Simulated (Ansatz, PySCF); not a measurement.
Spin gap between two states, R1 and P1; the higher of the two is an excited state, each structure at its B3LYP-D3(BJ)/def2-TZVP stationary point, reached from a drawn start (curvature not checked).
R1, C2H4 (SMILES C=C) (charge 0, multiplicity 1):
```xyz
6

C      0.000     0.000     0.662
C      0.000     0.000    -0.662
H      0.652     0.652     1.232
H     -0.652    -0.652     1.232
H      0.652     0.652    -1.232
H     -0.652    -0.652    -1.232
```
P1, C2H4 (SMILES C=C) (charge 0, multiplicity 3):
```xyz
6

C      0.0000     0.0000     0.7213
C      0.0000     0.0000    -0.7213
H      0.9232     0.0000     1.2937
H     -0.9232     0.0000     1.2937
H      0.0000     0.9232    -1.2937
H      0.0000    -0.9232    -1.2937
```

P less R. No zero-point or thermal terms; singlets are restricted closed shells; open shells are unrestricted.

Cores are frozen in the correlated methods.

The values were computed with Ansatz (a quantum-chemistry and plane-wave program); PySCF for the D3/D4 terms. No computed number here is a measurement.

Total energies in hartree:

| structure | PBE/def2-TZVPP | B3LYP-D3(BJ)/def2-TZVPP | CCSD(T)/cc-pVQZ |
|---|---|---|---|
| R1 | -78.501585 | -78.629299 | -78.461629 |
| P1 | -78.399020 | -78.526483 | -78.352685 |

Question: Work out the spin gap at each level in eV (1 hartree = 27.21139 eV), and say how far PBE/def2-TZVPP lies from CCSD(T)/cc-pVQZ.

Answer: 
- PBE/def2-TZVPP: (-78.399020) − (-78.501585) = 0.102565 hartree = 2.791 eV
- B3LYP-D3(BJ)/def2-TZVPP: (-78.526483) − (-78.629299) = 0.102816 hartree = 2.798 eV
- CCSD(T)/cc-pVQZ: (-78.352685) − (-78.461629) = 0.108944 hartree = 2.965 eV
PBE/def2-TZVPP less CCSD(T)/cc-pVQZ: -0.174 eV. CCSD(T)/cc-pVQZ is the level counted from, the highest shown, and no exact or measured value.
